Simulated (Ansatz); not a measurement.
```xyz
9

C     1.185   -0.771    0.017
Ge   -0.012    0.620   -0.684
N    -1.594    0.457    0.257
H     1.280   -0.651    1.099
H     2.170   -0.686   -0.443
H     0.785   -1.763   -0.198
H     0.514    2.041   -0.325
H    -2.271    1.191    0.099
H    -2.058   -0.438    0.177
```

Total charge 0; spin multiplicity 2.

List the r2SCAN/def2-TZVPP orbital energies in eV (Ansatz 0.2.0). (Estimate.)

The calculation gave: α occupied: -10833.78, -1348.83, -1198.92, -1198.88, -1198.87, -385.03, -272.81, -167.03, -116.78, -116.71, -116.68, -30.10, -30.03, -30.01, -29.96, -29.95, -22.03, -18.04, -13.13, -12.25, -10.31, -10.25, -9.00, -7.90, -7.28, -4.40. α empty: 0.38, 1.03, 1.69, 2.24, 2.93, 3.17, 3.36, 3.56. β occupied: -10833.75, -1348.83, -1198.88, -1198.87, -1198.86, -384.91, -272.77, -167.01, -116.71, -116.69, -116.66, -30.03, -29.96, -29.91, -29.90, -29.89, -21.78, -17.93, -12.75, -12.17, -10.25, -10.14, -8.78, -7.64, -6.66. β empty: -2.52, 0.70, 1.38, 2.08, 2.69, 3.01, 3.42, 3.51. ⟨S²⟩ = 0.754.
